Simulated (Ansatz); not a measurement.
Two isomers of C2H9BOSi: A = `BOC(C)[SiH3]`, B = `B[SiH2]COC`.

Isolated molecules relaxed with PBE0-D4/def2-TZVP in Ansatz; ΔE leaves out vibrations. CCSD(T)/CBS adds triple-zeta CCSD(T) − MP2 to the extrapolated MP2 energy (def2 sets, frozen cores). Functionals use def2-TZVPP. B3LYP here is the variant with VWN-RPA as its local correlation; programs differ in this. One conformer a species, not always the lowest.

(1) Which isomer does CCSD(T)/CBS put lower? Give the gap. (Best estimate.)

(2) Give E(B) − E(A) in kJ/mol with CCSD/def2-TZVPP, HF/def2-TZVPP, ωB97M-V, CCSD(T)/def2-TZVPP, MP2/def2-TZVPP, B3LYP, B2PLYP. (Estimate.)

Largest T1 diagnostic: 0.013.

## Answers

(1) Ansatz gave: A, by 223.2 kJ/mol.

(2) The calculation gave: CCSD/def2-TZVPP 220.1, HF/def2-TZVPP 213.2, ωB97M-V 224.6, CCSD(T)/def2-TZVPP 222.7, MP2/def2-TZVPP 232.9, B3LYP 217.1, B2PLYP 223.7. None reverses the order clearly.

In def2-TZVPP, CCSD(T) changes the Hartree–Fock value by +9.5 kJ/mol (the triples alone add +2.6 kJ/mol) and MP2 by +19.7 kJ/mol. The D4 term adds +4.5 kJ/mol with B3LYP and +2.4 kJ/mol with PBE0; it sums over pairs of atoms, weighted by their polarisabilities, and B3LYP, whose exchange is more repulsive, gets the larger term.
